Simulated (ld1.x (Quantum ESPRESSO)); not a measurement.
# I (Z = 53): TM semilocal pseudisation with Wu–Cohen, scalar-relativistic reference atom.

The input file (ld1.x (Quantum ESPRESSO) 7.5):

```
&input
   title='I', zed=53., rel=1, dft='WC', iswitch=3,
   config='[Kr] 4d10 5s2 5p5',
   nld=2, rlderiv=2.00, eminld=-3.0, emaxld=5.0, deld=0.02
 /
 &inputp
   pseudotype=1, tm=.true., lloc=0,
   nlcc=.false.,
   file_pseudopw='I.pp', file_wfcaegen='ae.wfc', file_wfcncgen='nc.wfc'
 /
2
5P  2  1   5.00   0.00  1.85  1.85  0.0
5S  1  0   2.00   0.00  1.35  1.35  0.0
 &test
   configts(1)='5s2 5p5'
 /
```

Command:

```bash
ld1.x < I.in > I.out
```

The program printed (shortened: banner, matrices, multipoles, cross overlaps and the repeated all-electron block are left out):

```
Program LD1 v.7.5
     --------------------------- All-electron run ----------------------------

     I
     scalar relativistic calculation

     atomic number is 53.00
     dft =WC   lsd =0 sic =0 latt =0  beta=0.20 tr2=1.0E-14
     Exchange-correlation= WC
                           (   1   4  11   4   0   0   0)
     mesh =1247 r(mesh) =  99.95380 a.u. xmin = -7.00 dx = 0.01250
     1 Ry =  13.60569312 eV, c = 137.03599908

     n l     nl                  e(Ry)          e(Ha)          e(eV)
     1 0     1S 1( 2.00)     -2424.0520     -1212.0260    -32980.9083
     2 0     2S 1( 2.00)      -374.5166      -187.2583     -5095.5574
     2 1     2P 1( 6.00)      -336.2005      -168.1003     -4574.2413
     3 0     3S 1( 2.00)       -75.5740       -37.7870     -1028.2372
     3 1     3P 1( 6.00)       -63.1564       -31.5782      -859.2869
     4 0     4S 1( 2.00)       -13.2594        -6.6297      -180.4027
     4 1     4P 1( 6.00)        -9.3660        -4.6830      -127.4304
     3 2     3D 1(10.00)       -44.5387       -22.2694      -605.9802
     4 2     4D 1(10.00)        -3.6904        -1.8452       -50.2098
     5 0     5S 1( 2.00)        -1.2829        -0.6415       -17.4552
     5 1     5P 1( 5.00)        -0.5216        -0.2608        -7.0964

     final scf error:  2.0E-15 reached in  26 iterations

     Etot =  -14231.221826 Ry,   -7115.610913 Ha, -193625.636935 eV

     Ekin =   14937.950878 Ry,    7468.975439 Ha,  203241.175539 eV
     Encl =  -34437.089694 Ry,  -17218.544847 Ha, -468540.474425 eV
     Eh   =    5628.354416 Ry,    2814.177208 Ha,   76577.662966 eV
     Exc  =    -360.437426 Ry,    -180.218713 Ha,   -4904.001014 eV

     normalization and overlap integrals

     s(1S/1S) =  1.000000  <r> =   0.0272  <r2> =    0.0010  r(max) =   0.0175
     s(2S/2S) =  1.000000  <r> =   0.1172  <r2> =    0.0162  r(max) =   0.0995
     s(2P/2P) =  1.000000  <r> =   0.1025  <r2> =    0.0128  r(max) =   0.0794
     s(3S/3S) =  1.000000  <r> =   0.3142  <r2> =    0.1128  r(max) =   0.2843
     s(3P/3P) =  1.000000  <r> =   0.3122  <r2> =    0.1130  r(max) =   0.2807
     s(4S/4S) =  1.000000  <r> =   0.7399  <r2> =    0.6186  r(max) =   0.6820
     s(4P/4P) =  1.000000  <r> =   0.7920  <r2> =    0.7150  r(max) =   0.7169
     s(3D/3D) =  1.000000  <r> =   0.2887  <r2> =    0.0986  r(max) =   0.2327
     s(4D/4D) =  1.000000  <r> =   0.9218  <r2> =    0.9958  r(max) =   0.7825
     s(5S/5S) =  1.000000  <r> =   1.9628  <r2> =    4.3702  r(max) =   1.6984
     s(5P/5P) =  1.000000  <r> =   2.4669  <r2> =    7.0377  r(max) =   2.0233

     ------------------------ End of All-electron run ------------------------

     --------------------- Generating NC pseudopotential ---------------------

      Generating local pot.: lloc=0, matching radius rcloc =   1.3500

      Wfc   5P  rcut= 1.831  Using Troullier-Martins method

     ------------------- End of pseudopotential generation -------------------

     Computing logarithmic derivative in   2.01069
     Computing logarithmic derivative in   2.01069
     Computing the partial wave expansion
       no projector for channel:   0
     R is outside the sphere for l=    1 j= 0.00

     ---------------------- Testing the pseudopotential ----------------------

     I
     scalar relativistic calculation

     atomic number is 53.00   valence charge is  7.00
     dft =WC   lsd =0 sic =0 latt =0  beta=0.20 tr2=1.0E-14
     mesh =1247 r(mesh) =  99.95380 xmin = -7.00 dx = 0.01250

     n l     nl             e AE (Ry)        e PS (Ry)    De AE-PS (Ry)
     1 0     5S   1( 2.00)       -1.28293       -1.28292       -0.00001
     2 1     5P   1( 5.00)       -0.52157       -0.52157       -0.00000

     eps = 4.1E-16  iter = 21

     Etot =  -14231.221826 Ry,   -7115.610913 Ha, -193625.636935 eV
     Etotps =   -22.909811 Ry,     -11.454906 Ha,    -311.703861 eV

     Ekin =       6.736689 Ry,       3.368344 Ha,      91.657319 eV
     Encl =     -44.369248 Ry,     -22.184624 Ha,    -603.674375 eV
     Ehrt =      19.026933 Ry,       9.513466 Ha,     258.874609 eV
     Ecxc =      -4.304185 Ry,      -2.152092 Ha,     -58.561414 eV

     ---------------------- End of pseudopotential test ----------------------
```

Generation and configuration tests took about 1.6 s on one core of a shared server CPU.
